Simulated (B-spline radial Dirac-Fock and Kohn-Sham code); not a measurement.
**Elastic scattering of 300 keV electrons by the free iron atom**

Method: relativistic (Dirac) partial waves in the static field of the Dirac-Fock atom with Furness-McCarthy exchange, without polarisation or absorption potentials. Computed with an atomic code on a B-spline grid.

Input file task.json (cfg lists n, l and occupation; rrms is the nuclear radius in fm):

```json
{"items": [{
  "Z": 26,
  "q": 0,
  "cfg": [[1, 0, 2], [2, 0, 2], [2, 1, 6], [3, 0, 2], [3, 1, 6], [3, 2, 6], [4, 0, 2]],
  "A": 56,
  "rrms": 3.7377,
  "do": "elastic",
  "energies": [[300000, 0]],
  "theta": [0, 1, 2, 3, 5, 7, 10, 15, 20, 25, 30, 40, 50, 60, 70, 80, 90, 100, 110, 120, 130, 140, 150, 160, 170, 180]
}]}
```

Launch: `python xray2_run.py task.json out`

```
θ (°)  dσ/dΩ (a₀²/sr)  Sherman function
    0             455             0.000
    1            22.7             0.000
    2            2.89             0.000
    3           0.690             0.000
    5           0.115             0.000
    7          0.0332             0.000
   10         0.00849             0.000
   15         0.00178             0.000
   20        0.000589            -0.001
   25        0.000249            -0.003
   30        0.000124            -0.004
   40        4.07e-05            -0.010
   50        1.72e-05            -0.017
   60        8.53e-06            -0.027
   70        4.72e-06            -0.038
   80        2.82e-06            -0.049
   90        1.80e-06            -0.061
  100        1.20e-06            -0.073
  110        8.41e-07            -0.084
  120        6.12e-07            -0.091
  130        4.62e-07            -0.095
  140        3.63e-07            -0.092
  150        2.98e-07            -0.080
  160        2.57e-07            -0.060
  170        2.35e-07            -0.033
  180        2.26e-07             0.000
```

Problem. What integrated cross sections go with this distribution?

Solution. The total elastic cross section is 0.116 a₀², the first transport cross section 0.000104 a₀² and the second, weighted with (3/2) sin²θ, 0.000279 a₀². The mean deflection is ⟨1 − cos θ⟩ = 0.000897, and 0.0040 % of the collisions scatter beyond 90°.

Phase shifts modulo π (rad) for κ = −1 to −5: 1.130, 0.893, 0.774, 0.695, 0.636.
